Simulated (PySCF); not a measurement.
Al(Cl)2(SMe) (CH₃AlCl₂S), SMILES C[S][Al]([Cl])[Cl].

Geometry optimised at B3LYP-D3(BJ)/def2-SVP. Other conformers were not sampled.

All values below come from B3LYP-D3(BJ)/def2-SVP in PySCF 2.14.0.

Frequencies are harmonic and unscaled.

Problem. Give all harmonic wavenumbers and intensities. (Estimate from the structure and the level; the computed values follow.)

Solution. 
| mode | ν (cm⁻¹) | IR (km/mol) | Raman (Å⁴/amu) | depolarisation | moving atoms (share of kinetic energy) |
|---|---|---|---|---|---|
| 1 | 20 | 0.9 | 0.2 | 0.75 | H 83 %, S 10 % |
| 2 | 71 | 0.6 | 0.5 | 0.75 | H 34 %, C 32 %, S 19 %, Cl 13 % |
| 3 | 114 | 2.6 | 1.1 | 0.73 | Cl 48 %, C 24 %, Al 11 %, H 10 % |
| 4 | 145 | 9.3 | 2.2 | 0.74 | Cl 70 %, S 13 %, Al 8 % |
| 5 | 189 | 27.3 | 0.7 | 0.75 | Al 78 %, Cl 14 % |
| 6 | 218 | 0.7 | 4.8 | 0.55 | C 33 %, S 25 %, Cl 20 %, H 15 % |
| 7 | 369 | 0.4 | 16.5 | 0.08 | Cl 62 %, S 36 % |
| 8 | 599 | 146.8 | 1.5 | 0.24 | Al 65 %, S 18 %, Cl 13 % |
| 9 | 615 | 150.5 | 1.3 | 0.73 | Al 68 %, Cl 31 % |
| 10 | 690 | 12.6 | 12.6 | 0.37 | C 58 %, S 32 % |
| 11 | 966 | 4.4 | 2.0 | 0.75 | H 85 %, C 14 % |
| 12 | 982 | 7.7 | 4.2 | 0.75 | H 83 %, C 15 % |
| 13 | 1339 | 10.2 | 3.6 | 0.74 | H 88 %, C 12 % |
| 14 | 1456 | 4.2 | 12.7 | 0.75 | H 95 % |
| 15 | 1459 | 5.2 | 21.7 | 0.69 | H 95 % |
| 16 | 3057 | 19.9 | 158.6 | 0.04 | H 98 % |
| 17 | 3163 | 2.1 | 107.3 | 0.75 | H 90 %, C 10 % |
| 18 | 3172 | 0.0 | 44.3 | 0.65 | H 90 %, C 10 % |
